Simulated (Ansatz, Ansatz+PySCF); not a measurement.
```xyz
2

O     0.0000    0.0000   -0.8912
O     0.0000    0.0000    0.8912
```

Basis set: cc-pVDZ (spherical functions). Correlated methods keep 2 orbitals frozen. Correlation on ROHF uses semicanonical orbitals with singles. Charge 0, multiplicity 3.

Computed with Ansatz (development build ahead of 0.2.0); each method stands on the lowest determinant of its kind that the runs found. Restricted functionals stand beside restricted open-shell atoms, which can lie above the unrestricted atoms usual in DFT and then raise those values.

Problem. Give the atomization energy at this shape (free ground-state atoms in the same class of orbitals less the molecule, no zero-point energy) of triplet O₂ by ωB97X (unrestricted), ωB97X (restricted open-shell), r²SCAN (unrestricted), r²SCAN (restricted open-shell), PBE (unrestricted), PBE (restricted open-shell), PBE0 (unrestricted), UHF-CCSDT(Q), ROHF-CCSD(T), ROHF-MP2, UHF-MP2, UHF, ROHF, ROHF-CCSD, UHF-CCSD.

Solution.

```tsv
method	atomization energy
ωB97X (unrestricted)	0.67 eV
ωB97X (restricted open-shell)	0.69 eV
r²SCAN (unrestricted)	1.41 eV
r²SCAN (restricted open-shell)	1.47 eV
PBE (unrestricted)	2.50 eV
PBE (restricted open-shell)	2.55 eV
PBE0 (unrestricted)	0.77 eV
UHF-CCSDT(Q)	1.49 eV
ROHF-CCSD(T)	0.93 eV
ROHF-MP2	0.16 eV
UHF-MP2	-0.70 eV
UHF	-1.23 eV
ROHF	-2.74 eV
ROHF-CCSD	0.44 eV
UHF-CCSD	0.39 eV
```

Caution: the shape is not the minimum. Caution for ωB97X (unrestricted), ωB97X (restricted open-shell), UHF-CCSDT(Q), ROHF-CCSD(T), ROHF-MP2, UHF-MP2, UHF, ROHF, ROHF-CCSD, UHF-CCSD: the determinant breaks the point group. Caution for ωB97X (unrestricted), UHF-CCSDT(Q), UHF-MP2, UHF, UHF-CCSD: the unrestricted determinant is spin contaminated. Caution for UHF-CCSDT(Q), ROHF-CCSD(T), ROHF-MP2, UHF-MP2, ROHF-CCSD, UHF-CCSD: large amplitudes, a single reference is doubtful. Caution for UHF-CCSDT(Q): the amplitudes may be one of several solutions. Caution for ROHF-CCSD(T), ROHF-MP2, ROHF, ROHF-CCSD: an unrestricted determinant lies well below. Caution for ROHF-CCSD(T): the program doubts this total. Caution for ROHF-MP2, UHF-MP2: another reference gives a lower total. Caution for ROHF-MP2: forces differ strongly between restricted and unrestricted references. Caution for UHF-MP2: MP2 forces lie far from those of the mean fields. Caution for UHF, ROHF: the molecule lies well above its atoms at this level.
